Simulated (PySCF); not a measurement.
**How the method changes the constants of GaF**

State: ¹Σ⁺ (singlet), closed shell. Set-up: PySCF, no relativity, basis sets Ga pcseg-1, F pcseg-1. De refers to Ga + F in their high-spin ground configurations, without counterpoise correction. A positive dipole means Ga(−)F(+).

```csv
Level,Re (Å),ωe (cm⁻¹),De (eV),μ (D),"CPU s a point (SCF and correlation, without the integrals)"
RHF,1.796,641,4.14,-2.49,0.038
RHF-MP2,1.811,631,6.08,n/a,0.06
RHF-SCS-MP2,1.812,628,5.90,n/a,n/a
RHF-CCSD,1.810,629,5.63,n/a,n/a
RHF-CCSD(T),1.812,626,5.70,n/a,0.64
LDA,1.799,631,7.09,-2.15,0.29
PBE,1.831,598,6.25,-2.26,0.49
PW91,1.829,601,6.30,-2.28,0.39
r²SCAN,1.808,626,6.06,-2.23,0.67
PBE0,1.811,621,5.87,-2.38,0.8
MN15,1.799,638,6.06,-2.20,0.71
```

The bond length runs from 1.796 Å (RHF) to 1.831 Å (PBE). De spans 4.14 eV (RHF, mean field) to 7.09 eV (LDA, local density). Correlation at CCSD(T) changes the Hartree–Fock bond energy by +1.56 eV; the triples alone change it by +0.07 eV.

Correlated steps freeze 10 core orbitals. Correlated levels converge slowly with the basis: in double zeta they bind strong bonds too weakly, by up to about 1 eV, and carry superposition errors of some tenths. Where the molecule has an RHF reference, its open-shell atoms are computed with UHF.

The whole job (state search and all levels along the bond) took about 1 min on 1 thread of Arm Neoverse V1 (shared host), peak memory 0.43 GiB.
